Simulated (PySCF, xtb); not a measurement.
Ge(H)(SH) (GeH2S), SMILES [SH][GeH] (connectivity only; charge and spin as stated), neutral, multiplicity 1.

Harmonic wavenumbers (cm⁻¹) from GFN2-xTB (xtb) at its own minimum, in rising order: 392, 432, 548, 768, 1510, 2376.

### Question
What does PBE0-D3(BJ)/def2-TZVP run with PySCF give at its own minimum? (An estimate is asked for; the answer gives what the named calculation found.)

### Answer
408, 590, 591, 856, 1925, 2696. Paired by order, the mean absolute difference is 173 cm⁻¹ and the zero-point energies are 8.6 and 10.1 kcal/mol.
